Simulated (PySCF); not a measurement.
# One molecule, several mistakes: AlBH5Si

Calculated results; nothing here was measured. The program is PySCF 2.14.0, an open-source quantum chemistry code, run on an isolated molecule that a program drew, which may never have been made. The molecule is AlBH5Si (charge 0, doublet), drawn as the SMILES string `[AlH2][B][SiH3]`.

Each row is a Hartree-Fock (HF) and frozen-core CCSD(T) single point in the cc-pV(D+d)Z basis, meant for a local HF minimum. Run 1 is clean. Each other run has one planted mistake out of seven kinds, and not every kind appears here: one electron removed, one electron added, multiplicity raised by two, geometry at a saddle point, minimal basis STO-3G, one bond length entered in bohr, all coordinates scaled. The reference is restricted for singlets and unrestricted otherwise, and also for a bond in bohr. Adding or removing an electron swaps singlet and doublet. Electrons count all cores. HOMO and LUMO are orbital energies over both spins, the gradient is its largest component, and the lowest frequency (negative if imaginary) is given only where the gradient is small. Bond lengths are over the 7 bonds as drawn. T1 is the CCSD diagnostic: over 0.02 (restricted) or 0.045 (unrestricted) a single reference is doubtful.

Geometry of the clean run:
```xyz
8
AlBH5Si, angstrom
Al   -2.4254   -0.7381    0.9749
B    -0.9420    0.2077   -0.1323
Si    0.4464    1.1644   -1.2405
H    -2.0213   -1.8316    2.0450
H    -3.9419   -0.3551    0.7363
H     1.4004    1.9434   -0.4134
H    -0.3045    2.1023   -2.1152
H     1.2320    0.2403   -2.0948
```

| run | electrons | basis functions | <S^2> | HOMO (eV) | LUMO (eV) | gradient (hartree/bohr) | lowest frequency (cm^-1) | mean bond (Å) | longest bond (Å) | T1 | HF (hartree) | CCSD(T) (hartree) | mistake |
|---|---|---|---|---|---|---|---|---|---|---|---|---|---|
| 1 | 37 | 85 | 0.759 | -8.40 | 0.62 | 3.0e-05 | 66 | 1.6735 | 2.079 | 0.0167 | -558.35768 | -558.64756 | no fault |
| 2 | 36 | 85 | 0.000 | -16.39 | -6.26 | 4.1e-02 | - | 1.6735 | 2.079 | 0.0203 | -558.09057 | -558.36873 | one electron removed |
| 3 | 37 | 85 | 3.759 | -8.50 | -1.19 | 1.2e-02 | - | 1.6735 | 2.079 | 0.0349 | -558.27864 | -558.56169 | multiplicity raised by two |
| 4 | 37 | 28 | 0.767 | -5.60 | 7.06 | 4.2e-02 | - | 1.6735 | 2.079 | 0.0132 | -551.76980 | -551.90807 | ? |

**Which mistake was planted in run 4, and what did it cost?**

It has 28 basis functions where the clean run has 85, with the same electrons and geometry. So the mistake is: minimal basis STO-3G. Subtracting run 1 and multiplying by 627.51 kcal/mol a hartree, the energy moved by 4134.0 kcal/mol in HF and 4229.1 kcal/mol in CCSD(T).

Cautions from the logs. Run 2: T1 is over the limit, so its CCSD(T) energy is less reliable.
